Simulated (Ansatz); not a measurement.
Molecule: CH4N, charge -1, multiplicity 1. 
Structure (B3LYP-D3(BJ)/def2-TZVP (Ansatz, an electronic-structure program) minimum search):
```
C
H 1 1.1082
N 1 1.4206 2 109.69
H 3 1.0278 1 106.57 2 -180.00
H 1 1.1411 2 103.07 3 127.34
H 1 1.1411 2 103.07 5 105.33
```
Charge -1, spin multiplicity 1.

Basis-set convergence of Hartree-Fock and CCSD correlation energies (hartree) with Ansatz. Cores are frozen in the correlated levels unless marked. No spin-orbit coupling. Non-relativistic. This anion needs diffuse functions, which these sets lack.

```csv
basis,functions,E(HF),"E(corr, CCSD)"
def2-SVP,48,-94.44875,-0.35501
def2-TZVPP,118,-94.57647,-0.43533
def2-QZVPP,234,…,…
```

Problem. Some entries are withheld; supply them.

Solution. 
- def2-QZVPP, E(HF): -94.58588
- def2-QZVPP, E(corr, CCSD): -0.45953
